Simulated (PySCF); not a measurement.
C₂H₄O₂, triplet, at a GFN2-xTB geometry (a higher spin typed on purpose: for a closed-shell molecule this is an excited state), atoms displaced at random by about 0.03 Å a coordinate; DF-PBE/6-31G, gradient (PySCF).

The PySCF input:
```python
from pyscf import gto, scf, dft

mol = gto.M(
    atom='''
C    -1.400366   -0.195185    0.340098
O    -0.155822   -0.832342    0.121210
C     0.984655   -0.042349    0.003136
O     0.969436    1.023546   -0.667018
H    -1.515184    0.576051   -0.366092
H    -2.170832   -1.065890    0.293380
H    -1.456333    0.208244    1.349776
H     1.328073    0.277163    1.024469
''',
    basis='6-31g',
    charge=0,
    spin=2,
    verbose=4,
)

mf = dft.UKS(mol)
mf.xc = 'pbe'
mf = mf.density_fit(auxbasis='def2-universal-jkfit')
mf.kernel()
g = mf.nuc_grad_method()
grad = g.kernel()
```

What the program printed (banner, timings and long lists left out):

```
PySCF version 2.14.0

[INPUT] verbose = 4
[INPUT] num. atoms = 8
[INPUT] num. electrons = 32
[INPUT] charge = 0
[INPUT] spin (= nelec alpha-beta = 2S) = 2
[INPUT] symmetry False subgroup None
[INPUT] Mole.unit = angstrom
[INPUT] Symbol           X                Y                Z      unit          X                Y                Z       unit  Magmom
[INPUT]  1 C     -1.400366000000  -0.195185000000   0.340098000000 AA   -2.646308214153  -0.368846193623   0.642692075512 Bohr   0.0
[INPUT]  2 O     -0.155822000000  -0.832342000000   0.121210000000 AA   -0.294460904182  -1.572898421973   0.229053703559 Bohr   0.0
[INPUT]  3 C      0.984655000000  -0.042349000000   0.003136000000 AA    1.860728277184  -0.080028011649   0.005926181127 Bohr   0.0
[INPUT]  4 O      0.969436000000   1.023546000000  -0.667018000000 AA    1.831968535294   1.934221615894  -1.260481340155 Bohr   0.0
[INPUT]  5 H     -1.515184000000   0.576051000000  -0.366092000000 AA   -2.863282788323   1.088578623782  -0.691813616394 Bohr   0.0
[INPUT]  6 H     -2.170832000000  -1.065890000000   0.293380000000 AA   -4.102277942442  -2.014240178913   0.554407850425 Bohr   0.0
[INPUT]  7 H     -1.456333000000   0.208244000000   1.349776000000 AA   -2.752070516166   0.393524127084   2.550706969511 Bohr   0.0
[INPUT]  8 H      1.328073000000   0.277163000000   1.024469000000 AA    2.509694243429   0.523762161863   1.935965833107 Bohr   0.0

nuclear repulsion = 119.696082295655
number of shells = 28
number of NR pGTOs = 104
number of NR cGTOs = 44
basis = 6-31g
ecp = {}

******** <class 'pyscf.df.df_jk.DFUKS'> ********
method = DFUKS
initial guess = minao
damping factor = 0
level_shift factor = 0
DIIS = <class 'pyscf.scf.diis.CDIIS'>
diis_start_cycle = 1
diis_space = 8
diis_damp = 0
SCF conv_tol = 1e-09
SCF conv_tol_grad = None
SCF max_cycles = 50
direct_scf = False
number electrons alpha = 17  beta = 15
XC library pyscf.dft.libxc version 7.1.2
    S. Lehtola, C. Steigemann, M. J. T. Oliveira, and M. A. L. Marques,  SoftwareX 7, 1–5 (2018)
XC functionals = pbe
    J. P. Perdew, K. Burke, and M. Ernzerhof,  Phys. Rev. Lett. 77, 3865 (1996)
    J. P. Perdew, K. Burke, and M. Ernzerhof,  Phys. Rev. Lett. 78, 1396 (1997)
    J. P. Perdew, K. Burke, and M. Ernzerhof,  Phys. Rev. Lett. 77, 3865 (1996)
    J. P. Perdew, K. Burke, and M. Ernzerhof,  Phys. Rev. Lett. 78, 1396 (1997)
radial grids:
    Treutler-Ahlrichs [JCP 102, 346 (1995); DOI:10.1063/1.469408] (M4) radial grids

becke partition: Becke, JCP 88, 2547 (1988); DOI:10.1063/1.454033
pruning grids: <function nwchem_prune>
grids dens level: 3
symmetrized grids: False
atomic radii adjust function: <function treutler_atomic_radii_adjust>
small_rho_cutoff = 0
Set gradient conv threshold to 3.16228e-05
tot grids = 95632
init E= -229.04179121835

cycle= 1 E= -228.415492252991  delta_E= 0.626  |g|= 0.547  |ddm|= 2.04

cycle= 2 E= -227.286999396264  delta_E= 1.13  |g|= 1.59  |ddm|= 3.28

cycle= 3 E= -228.446389000852  delta_E= -1.16  |g|= 0.469  |ddm|= 3.04

cycle= 4 E= -228.498230872465  delta_E= -0.0518  |g|= 0.361  |ddm|= 0.906

cycle= 5 E= -228.546250137259  delta_E= -0.048  |g|= 0.156  |ddm|= 0.277

cycle= 6 E= -228.555818531633  delta_E= -0.00957  |g|= 0.0699  |ddm|= 0.124

cycle= 7 E= -228.558342430434  delta_E= -0.00252  |g|= 0.0158  |ddm|= 0.131

cycle= 8 E= -228.558487729348  delta_E= -0.000145  |g|= 0.00297  |ddm|= 0.029

cycle= 9 E= -228.558492054682  delta_E= -4.33e-06  |g|= 0.00103  |ddm|= 0.00452

cycle= 10 E= -228.558492644842  delta_E= -5.9e-07  |g|= 0.000317  |ddm|= 0.00154

cycle= 11 E= -228.558492697108  delta_E= -5.23e-08  |g|= 0.000119  |ddm|= 0.000485

cycle= 12 E= -228.558492703665  delta_E= -6.56e-09  |g|= 5.92e-05  |ddm|= 0.00026

cycle= 13 E= -228.558492705407  delta_E= -1.74e-09  |g|= 5.5e-06  |ddm|= 7.55e-05

cycle= 14 E= -228.55849270541  delta_E= -2.73e-12  |g|= 4.64e-06  |ddm|= 7.11e-06

Extra cycle  E= -228.558492704996  delta_E= 4.13e-10  |g|= 2.91e-05  |ddm|= 4.79e-05
converged SCF energy = -228.558492704996  <S^2> = 2.0026245  2S+1 = 3.0017492

******** <class 'pyscf.df.grad.uks.Gradients'> for <class 'pyscf.df.df_jk.DFUKS'> ********
unit = Eh/Bohr
grid_response = False
--------------- DFUKS gradients ---------------
         x                y                z
0 C     0.0376229978     0.0399776465    -0.0226367547
1 O    -0.0145538580     0.0453583572    -0.0008789124
2 C    -0.0139365246     0.0494145174    -0.0346794141
3 O    -0.0039380068    -0.0767515015     0.0538093795
4 H     0.0150497439    -0.0253276685     0.0250663366
5 H    -0.0185047100    -0.0294947548     0.0041489206
6 H     0.0020512799    -0.0070853232    -0.0113516536
7 H    -0.0037956317     0.0039709032    -0.0134441739
----------------------------------------------
```
